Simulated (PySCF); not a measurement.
## Electric field gradients and quadrupole coupling constants

Species: NbOCl3 (singlet state).
Geometry (PBE0-D3(BJ)/def2-SVP, Å), atoms numbered from 1 in this order:
```xyz
5
Cl3NbO angstrom
Nb    -0.0066   -0.0001    0.0820
O     -0.0373   -0.0253    1.7546
Cl     2.1789    0.0073   -0.5664
Cl    -1.0731    1.8994   -0.6031
Cl    -1.0618   -1.8812   -0.6670
```

Field gradients from the PBE0/pcSseg-1 (def2-TZVP on Nb) density (PySCF, non-relativistic but for the core potentials past Kr), principal values in atomic units, ordered |Vxx| ≤ |Vyy| ≤ |Vzz|:

| atom | Vxx | Vyy | Vzz |
| --- | --- | --- | --- |
| O2 | 0.1621 | 0.1685 | -0.3306 |
| Cl3 | -0.0736 | -0.8717 | 0.9453 |
| Cl4 | -0.0752 | -0.8707 | 0.9458 |
| Cl5 | -0.0772 | -0.8687 | 0.9459 |

Find the asymmetry η = (Vxx − Vyy)/Vzz and the couplings χ = eQV/h (234.96 MHz × Q in barn × V in au), with Q(17O) = −0.0256 b, Q(35Cl) = −0.0817 b.

```
atom            environment  nucleus     η  χzz (MHz)  χxx (MHz)  χyy (MHz)
  O2    oxygen bonded to Nb      17O  0.02      1.989     -0.975     -1.014
 Cl3  chlorine bonded to Nb     35Cl  0.84     -18.15       1.41      16.73
 Cl4  chlorine bonded to Nb     35Cl  0.84     -18.16       1.44      16.71
 Cl5  chlorine bonded to Nb     35Cl  0.84     -18.16       1.48      16.68
```

The gradient is axial or nearly so (η below 0.05) at O2. The tensor is traceless: Vxx + Vyy + Vzz = 0.

What is Vzz at Cl3 in SI units (1 au = 9.71736 × 10²¹ V/m²)?

0.9453 au = 9.186 × 10²¹ V/m².

Isolated species at its PBE0-D3(BJ)/def2-SVP geometry, gas phase. Atoms past krypton carry effective core potentials; spin–orbit coupling is left out. With a basis this small, the couplings can be 20 % off.
